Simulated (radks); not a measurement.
All-electron atom: Pm2+ in [Kr] 4d10 4f5 5s1 5p6 6s1 (not the ground configuration). Method: scalar-relativistic Kohn-Sham, r2SCAN, spin-polarised, spherical densities, finite nucleus; open shells are filled with parallel spins first (spin-orbit coupling, left out, can overturn this in heavy ions); meta-GGA in the generalised Kohn-Sham scheme; Fermi nuclear charge, rms radius 4.962 fm; computed with a radial shooting solver on a logarithmic mesh with Libxc functionals. Some entries of the table are withheld. Estimate them.

orbital  occ.  eigenvalue (hartree)  <r> (bohr)
1s up       1             -1657.703     0.02318
1s down     1             -1657.699     0.02318
2s up       1             -270.8516     0.09893
2s down     1             -270.8506     0.09893
2p up       3             -241.8340     0.08711
2p down     3             -241.8319     0.08711
3s up       1             -59.90557      0.2601
3s down     1             -59.83320      0.2600
3p up       3             -50.74373      0.2586
3p down     3             -50.67078      0.2583
3d up       5             -38.18501      0.2363
3d down     5             -38.12690      0.2360
4s up       1             -12.67347      0.5937
4s down     1             -12.47828      0.5933
4p up       3              -9.65432      0.6286
4p down     3              -9.45602      0.6278
4d up       5              -5.37491      0.6895
4d down     5              -5.16880      0.6883
5s up       1              -2.32309       1.411
5s down     0              -2.15601       1.453
5p up       3              -1.56205         (1)
5p down     3              -1.43578         (2)
4f up       5              -0.83047      0.9721
5d up       0                   (3)         (4)
4f down     0              -0.62910       1.015
6s up       1              -0.59350       3.458
5d down     0                   (5)         (6)
6p up       0              -0.42828       4.026

Answer. 
(1) 5p up <r> (bohr): 1.621
(2) 5p down <r> (bohr): 1.672
(3) 5d up eigenvalue (hartree): -0.63596
(4) 5d up <r> (bohr): 2.356
(5) 5d down eigenvalue (hartree): -0.54738
(6) 5d down <r> (bohr): 2.398
